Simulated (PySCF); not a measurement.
Computed shifts of a molecule C4H5Cl, B3LYP/pcSseg-1 in PySCF, GIAO, gas phase, atoms alike by connectivity averaged where their shifts nearly agree, in ppm (number of nuclei): ¹³C: 150.7 (1), 144.9 (1), 45.3 (1), 33.4 (1). ¹H: 6.45 (1), 3.22 (2), 2.97 (2). References: ³⁵Cl against HCl (σ = 933.3 ppm); ¹³C against TMS (σ = 181.3 ppm); ¹H against TMS (σ = 31.68 ppm), references at their B3LYP-D3(BJ)/def2-TZVP geometries, non-relativistic (without spin–orbit terms, shifts of atoms bonded to Cl or Br come out too high). Geometry optimised at PBE-D3(BJ)/def2-SVP. One conformer was computed; it need not be the lowest.

Question: Which structure fits?
A. ClC1=CCC1
B. C=C=CCCl
C. C=C/C=C/Cl
D. CC=C=CCl

Answer: A, ClC1=CCC1
